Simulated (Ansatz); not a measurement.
Cl₅Ta, triplet, geometry from GFN2-xTB (such geometries of metal compounds can be far from the true shape) (the multiplicity is a formal guess) (core potentials on Ta); REVPBE/def2-SVP run with Ansatz (an electronic-structure program).

Ansatz was given this input:
Ansatz 0.2 input:
```yaml
crystal:
  periodic: [false, false, false]
  atoms:
    - {symbol: Ta, position_ang: [0.11010624, -0.02019140, 0.23866265]}
    - {symbol: Cl, position_ang: [1.12651420, -0.23736351, 2.23985543]}
    - {symbol: Cl, position_ang: [-1.69121170, 0.62904848, -1.57365796]}
    - {symbol: Cl, position_ang: [0.80184508, 2.11050390, -0.06958146]}
    - {symbol: Cl, position_ang: [0.51035061, -0.59021879, -2.15181846]}
    - {symbol: Cl, position_ang: [-1.22030732, -1.82526584, 0.53035695]}
basis:
  gaussian:
    orbitals: def2-SVP
hamiltonian:
  xc: revpbe
magnetization: {spin_polarized: true, initial_magnetization: 2}
```

The log (banner, timings and long lists left out):

```
Functional definition: revPBE
1279 factors; their error is unknown
mean field evaluation 1: about -64139.8057 eV, gradient 1.1e1 eV
mean field evaluation 2: about -64138.6696 eV, gradient 1.8e1 eV
mean field evaluation 4: about -64140.4087 eV, gradient 1.6e0 eV
mean field evaluation 8: about -64140.3444 eV, gradient 1.3e-1 eV
mean field evaluation 16: about -64140.3444 eV, gradient 2.5e-5 eV
mean field evaluation 32: about -64140.3444 eV, gradient 2.4e-5 eV
mean field evaluation 64: about -64139.7917 eV, gradient 1.6e0 eV
mean field -64140.34441717 eV, -2357.1141814442 hartree, gradient 2.3e-5 eV, S^2 2.005301; 6 other end points of the search recorded, 0 dependent functions left out
reference -64140.34449073 eV, -2357.1141841472 hartree; 50, 48 occupied and 72, 74 virtual orbitals, 1279 factors
Total energy: -64140.34449073 eV, -2357.1141841472 hartree
```
